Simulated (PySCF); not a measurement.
Telling isomers of C₅H₉N₃ apart by NMR

PySCF 2.14 calculation with shieldings: GIAO PBE0/pcSseg-1, J: B3LYP/pcJ-1 (spin–dipole term left out of most H,H and C,H couplings) and GFN2-xTB geometry; rapidly exchanging positions averaged, gas phase, no relativistic terms, one conformer.

References, each an isolated molecule treated in the same way: 1H, 13C against TMS. Multiplet labels drop J under 1 Hz and among equivalent protons, and merge close values. Unscaled 3J(H,H) run several per cent high. Where no couplings were computed, multiplicities follow the n + 1 count of equivalent neighbours, and m marks all less simple cases (inequivalent or close neighbours, rings, F or P nearby). Shifts are as computed. Against solution values, carbons near 30 ppm lie about +3 ppm off and those near 130 ppm about +5 ppm. Of 1211 compounds with measured shifts, 218 miss one by over three times the rms of a fit or turn the order of signals round; such compounds aren't used in these exercises.

(1) Tabulate the signals of `CC(C)n1cnnc1`, `CCn1cc(C)nn1`, `Cc1nc(C)n(C)n1` and their relative energies.

(2) What is the quickest way to tell CC(C)n1cnnc1 from CCn1cc(C)nn1?

(3) What is the quickest way to tell CCn1cc(C)nn1 from Cc1nc(C)n(C)n1?

(4) What is the quickest way to tell CC(C)n1cnnc1 from Cc1nc(C)n(C)n1?

Answers

(1) 
```json
{"SMILES": "CC(C)n1cnnc1", "carbon types": "3×CH 2×CH3", "δC": "143.2, 49.5, 27.2", "δH": "7.88 (s, 2H), 4.17 (sept, 1H), 1.53 (d, 6H)", "E rel. (kcal/mol)": "17.1"}
{"SMILES": "CCn1cc(C)nn1", "carbon types": "1×C 1×CH 1×CH2 2×CH3", "δC": "149.1, 125.7, 46.3, 20.9, 13.5", "δH": "7.21 (s, 1H), 4.42 (q, 2H), 2.52 (s, 3H), 1.42 (t, 3H)", "E rel. (kcal/mol)": "22.7"}
{"SMILES": "Cc1nc(C)n(C)n1", "carbon types": "2×C 3×CH3", "δC": "162.2, 156.1, 35.6, 16.1, 14.1", "δH": "3.81 (s, 3H), 2.43 (s, 3H), 2.39 (s, 3H)", "E rel. (kcal/mol)": "0.0"}
```

Energies are electronic energies at PBE0/pcSseg-1 on these geometries, without zero-point or thermal terms, each for the one conformer computed, which needn't be the lowest.

(2) Count the carbon signals: 3 against 5. The first has an sp3 CH bonded to N at 49.5 ppm, the second a substituted aromatic carbon next to a ring nitrogen (C) at 149.1 ppm. Their most deshielded carbons lie at 143.2 and 149.1 ppm. In the proton spectra the most deshielded non-exchanging signals are 7.88 (s, 2H) and 7.21 (s, 1H).

(3) Both give the same number of carbon signals, but DEPT or the intensities differ. The first has an aromatic CH next to a ring nitrogen at 125.7 ppm, the second a methyl carbon bonded to N (CH3) at 35.6 ppm. Their most deshielded carbons lie at 149.1 and 162.2 ppm. In the proton spectra the most deshielded non-exchanging signals are 7.21 (s, 1H) and 3.81 (s, 3H).

(4) Count the carbon signals: 3 against 5. The first has an aromatic CH between two ring heteroatoms at 143.2 ppm, the second a substituted aromatic carbon next to a ring nitrogen (C) at 162.2 ppm. In the proton spectra the most deshielded non-exchanging signals are 7.88 (s, 2H) and 3.81 (s, 3H).
